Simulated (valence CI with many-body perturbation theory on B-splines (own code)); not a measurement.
E1 transitions of V8+

Method: relativistic CI+MBPT: five valence electrons over a frozen Dirac-Fock core [Ne], radial functions for each j: 11 s, 11 p, 10 d, 8 f, 5 g, 2 h, with the one-electron correlation potential Σ1 (screened to all orders), the two-electron term Σ2, the three-electron term Σ3, Breit, model QED; selected single and double excitations, second order for the rest, scaled by the run's own slope (own B-spline code, finite nucleus).

No measured levels were compared; by estimate levels of excited configurations hold to 0.05 to 0.15 % of their energy, terms of the ground configuration to about 0.5 %. Among the levels kept, up to 3200 cm⁻¹ of a level comes from second order outside the variational space, and about a tenth of that is noise between levels of different J, which matters for small intervals.

Lines 101 to 150 of 582 in falling wavelength, among levels below 834720 cm⁻¹, chosen from the strongest by gf and those to the six lowest levels. Wavelengths and rates use the calculated energies, so an error of 200 cm⁻¹ moves a line at 37.26 nm by 0.075 % and its rate by three times that or more. Electric multipoles are in the length gauge, E1 and E2 with the static RPA response of the core. Weak lines are less certain than strong ones. Lines between different terms over intervals too small for the method are left out, as are lines whose strength nearly cancels. Where a level lies close to another of its J and parity, the split of strength between their lines is uncertain. The highest levels of a list are the least certain.

Names give the largest LS component (configuration and term), which can be under half, so a name can repeat, a term be missing and a line seem to break the LS rules; names also repeat where a configuration has a term twice. Letters in brackets count levels of one name in rising energy.

```
λ vac (nm)                 Upper                Lower   A (s⁻¹)  log gf  Branch %
     37.26   3s3p³3d ⁴D°_5/2 [d]      3s²3p²3d ⁴P_5/2  2.01e+09   -0.60       3.8
     37.22   3s3p³3d ²F°_7/2 [a]  3s²3p²3d ²F_7/2 [a]  1.14e+09   -0.72      27.4
     37.22   3s3p³3d ²D°_3/2 [c]      3s²3p²3d ⁴P_3/2  1.17e+09   -1.01       2.6
     37.18   3s3p³3d ²F°_5/2 [c]  3s²3p²3d ²D_3/2 [a]  1.62e+09   -0.70       3.3
     37.15   3s²3p²3d ²P_3/2 [a]       3s²3p³ ²D°_5/2  4.79e+09   -0.40      80.2
     37.11   3s3p³3d ⁴F°_5/2 [b]      3s²3p²3d ⁴F_5/2  1.03e+09   -0.89      16.6
     36.96          3p⁴3d ⁴D_7/2  3s3p³3d ⁴D°_7/2 [a]  2.87e+09   -0.33      32.1
     36.96          3p⁴3d ⁴D_5/2  3s3p³3d ⁴D°_5/2 [a]  1.99e+09   -0.61      22.7
     36.94          3p⁴3d ⁴D_3/2  3s3p³3d ⁴D°_3/2 [a]  1.37e+09   -0.95      15.6
     36.93   3s3p³3d ²F°_5/2 [a]  3s²3p²3d ²F_5/2 [a]  2.04e+09   -0.60      25.0
     36.92   3s²3p²3d ²P_3/2 [a]       3s²3p³ ²D°_3/2  5.76e+08   -1.33       9.6
     36.79   3s3p³3d ⁴F°_3/2 [b]      3s²3p²3d ⁴F_3/2  1.18e+09   -1.02      19.2
     36.66  3s²3p3d² ²P°_3/2 [a]  3s²3p²3d ²D_5/2 [b]  3.52e+09   -0.55       4.5
     36.44   3s²3p²3d ²P_1/2 [a]       3s²3p³ ²D°_3/2  4.84e+09   -0.72      75.7
     36.41   3s3p³3d ²D°_5/2 [b]      3s²3p²3d ⁴D_7/2  1.26e+09   -0.82       7.2
     36.03  3s²3p3d² ²P°_1/2 [a]  3s²3p²3d ²D_3/2 [b]  4.79e+09   -0.73       6.2
     35.46   3s3p³3d ²D°_5/2 [b]  3s²3p²3d ²F_7/2 [a]  1.59e+09   -0.74       9.1
     35.25  3s²3p3d² ²F°_5/2 [a]  3s²3p²3d ²F_5/2 [b]  2.51e+09   -0.55       4.9
     35.24           3p⁵ ²P°_3/2         3s3p⁴ ⁴P_5/2  2.57e+07   -2.72       0.5
     35.13          3s3p⁴ ²S_1/2       3s²3p³ ²D°_3/2  8.52e+07   -2.50       1.5
     35.02   3s3p³3d ²D°_3/2 [b]  3s²3p²3d ²F_5/2 [a]  1.73e+09   -0.89       9.8
     34.90  3s²3p3d² ²F°_7/2 [a]  3s²3p²3d ²F_7/2 [b]  2.71e+09   -0.40       5.4
     34.85   3s3p³3d ²F°_7/2 [d]  3s²3p²3d ²D_5/2 [a]  5.76e+09   -0.08      11.5
     34.77   3s3p³3d ²G°_7/2 [b]      3s²3p²3d ⁴D_7/2  1.93e+09   -0.55      14.5
     34.75   3s3p³3d ²P°_3/2 [c]      3s²3p²3d ²S_1/2  2.13e+09   -0.81       2.8
     34.69   3s3p³3d ²P°_1/2 [c]      3s²3p²3d ²S_1/2  5.25e+09   -0.72       6.9
     34.60  3s²3p3d² ²P°_3/2 [a]  3s²3p²3d ²D_5/2 [a]  2.61e+09   -0.73       3.3
     34.55   3s3p³3d ²P°_3/2 [c]  3s²3p²3d ²P_3/2 [c]  4.19e+09   -0.52       5.5
     34.47       3s²3p²3d ⁴D_1/2       3s²3p³ ²P°_3/2  2.57e+07   -3.04      14.5
     34.40   3s3p³3d ²P°_3/2 [b]  3s²3p²3d ²P_3/2 [b]  2.03e+09   -0.84       8.6
     34.36   3s3p³3d ²G°_9/2 [b]      3s²3p²3d ⁴D_7/2  3.33e+09   -0.23      25.7
     34.28   3s3p³3d ⁴D°_7/2 [c]      3s²3p²3d ⁴F_9/2  2.32e+09   -0.49       3.7
     34.19   3s3p³3d ²F°_5/2 [d]  3s²3p²3d ²D_3/2 [a]  4.28e+09   -0.35       8.3
     34.12   3s3p³3d ²P°_3/2 [c]  3s²3p²3d ²P_1/2 [c]  2.47e+09   -0.76       3.2
     33.91          3p⁴3d ⁴F_9/2  3s3p³3d ⁴D°_7/2 [a]  2.52e+09   -0.36      28.5
     33.90   3s3p³3d ²G°_7/2 [b]  3s²3p²3d ²F_7/2 [a]  2.16e+09   -0.53      16.2
     33.80   3s3p³3d ²D°_5/2 [e]  3s²3p²3d ²F_7/2 [b]  2.80e+09   -0.54       4.5
     33.72   3s3p³3d ²F°_5/2 [c]      3s²3p²3d ²G_7/2  2.58e+09   -0.58       5.3
     33.67   3s3p³3d ²G°_7/2 [b]  3s²3p²3d ²F_5/2 [a]  1.96e+09   -0.58      14.7
     33.67   3s3p³3d ⁴D°_5/2 [c]      3s²3p²3d ⁴F_7/2  2.45e+09   -0.60       4.0
     33.63   3s3p³3d ²D°_3/2 [e]  3s²3p²3d ²F_5/2 [b]  1.44e+09   -1.01       2.6
     33.63   3s3p³3d ²F°_7/2 [b]      3s²3p²3d ⁴D_5/2  6.89e+08   -1.03       6.3
     33.62          3p⁴3d ⁴F_7/2  3s3p³3d ⁴D°_5/2 [a]  2.49e+09   -0.47      27.1
     33.59   3s3p³3d ²F°_7/2 [c]      3s²3p²3d ²G_9/2  2.02e+09   -0.56       3.8
     33.51   3s3p³3d ²G°_9/2 [b]  3s²3p²3d ²F_7/2 [a]  2.98e+09   -0.30      23.0
     33.47          3p⁴3d ⁴F_5/2  3s3p³3d ⁴D°_3/2 [a]  2.34e+09   -0.63      24.7
     33.43          3p⁴3d ⁴F_3/2  3s3p³3d ⁴D°_1/2 [a]  2.05e+09   -0.86      21.7
     33.43   3s3p³3d ²F°_5/2 [b]  3s²3p²3d ²F_5/2 [a]  3.64e+09   -0.44      46.1
     33.42   3s3p³3d ²D°_5/2 [f]  3s²3p²3d ²D_5/2 [c]  6.20e+09   -0.21       6.4
     33.41   3s3p³3d ²D°_5/2 [a]  3s²3p²3d ²P_3/2 [a]  1.03e+09   -0.99      14.2
```
